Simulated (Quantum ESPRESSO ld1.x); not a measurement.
Rh XXI, 25 electrons, occupied as [Ar] 3d7. Method: Dirac Kohn-Sham, BLYP, spin-unpolarised, spherical densities, point nucleus; open shells fill j = l - 1/2 first; computed with ld1.x of Quantum ESPRESSO 7.5.

Unscreened Slater integrals over Kohn-Sham orbitals (hartree). Large and small components are both included. Empty in this configuration: 4s1/2.

integral,value
"F0(3d5/2,3d5/2)",2.6417
"F2(3d5/2,3d5/2)",1.3345
"F4(3d5/2,3d5/2)",0.85571
"F0(3d5/2,3d3/2)",2.6526
"F2(3d5/2,3d3/2)",1.3384
"G2(3d5/2,3d3/2)",1.3315
"G4(3d5/2,3d3/2)",0.85366
"F0(3d5/2,3p3/2)",2.4924
"F2(3d5/2,3p3/2)",1.2064
"G1(3d5/2,3p3/2)",1.3528
"G3(3d5/2,3p3/2)",0.88121
"F0(3d5/2,3p1/2)",2.5281
"G3(3d5/2,3p1/2)",0.90613
"F0(3d5/2,4s1/2)",1.4270
"G2(3d5/2,4s1/2)",0.13378
"F0(3d3/2,3d3/2)",2.6638
"F2(3d3/2,3d3/2)",1.3424
"F0(3d3/2,3p3/2)",2.5013
"F2(3d3/2,3p3/2)",1.2061
"G1(3d3/2,3p3/2)",1.3466
"G3(3d3/2,3p3/2)",0.87721
"F0(3d3/2,3p1/2)",2.5373
"G1(3d3/2,3p1/2)",1.3999
"F0(3d3/2,4s1/2)",1.4290
"G2(3d3/2,4s1/2)",0.13306
"F0(3p3/2,3p3/2)",2.4028
"F2(3p3/2,3p3/2)",1.2120
"F0(3p3/2,3p1/2)",2.4327
"G2(3p3/2,3p1/2)",1.2205
"F0(3p3/2,4s1/2)",1.4069
"G1(3p3/2,4s1/2)",0.13790
"F0(3p1/2,3p1/2)",2.4642
"F0(3p1/2,4s1/2)",1.4132
"G1(3p1/2,4s1/2)",0.13835
"F0(4s1/2,4s1/2)",1.1351
